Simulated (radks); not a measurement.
The numbers below are computed, except where a source is named.
Cr3+, configuration [Ar] 3d3. Code: a radial shooting solver on a logarithmic mesh with Libxc functionals. Model: non-relativistic Kohn-Sham, Slater X-alpha with alpha = 0.667, spin-polarised, spherical densities, point nucleus; open shells are filled with parallel spins first.

Unscreened Slater integrals over Kohn-Sham orbitals (hartree). They are taken over the spin-up orbitals.

integral      value
F0(3d,3d)   0.83562
F2(3d,3d)   0.39220
F4(3d,3d)   0.24509
F0(3d,3p)   0.89026
F2(3d,3p)   0.42491
G1(3d,3p)   0.52712
G3(3d,3p)   0.32044
F0(3d,3s)   0.90910
G2(3d,3s)   0.40143
F0(3d,2p)    1.1555
F2(3d,2p)   0.21681
G1(3d,2p)   0.15788
G3(3d,2p)  0.089569
F0(3p,3p)   0.95915
F2(3p,3p)   0.48087
F0(3p,3s)   0.98044
G1(3p,3s)   0.65057
F0(3p,2p)    1.3037
F2(3p,2p)   0.25827
G0(3p,2p)   0.10130
G2(3p,2p)   0.10572
F0(3s,3s)    1.0037
F0(3s,2p)    1.3363
G1(3s,2p)   0.11019
F0(2p,2p)    3.4931
F2(2p,2p)    1.6423

Derived for the open shells (J is the average intra-shell exchange parameter used in DFT+U). 3d: Racah B = F2/49 - 5 F4/441 = 0.005225 hartree, C = 35 F4/441 = 0.01945 hartree, C/B = 3.72, F4/F2 = 0.625, J = (F2 + F4)/14 = 0.04552 hartree.
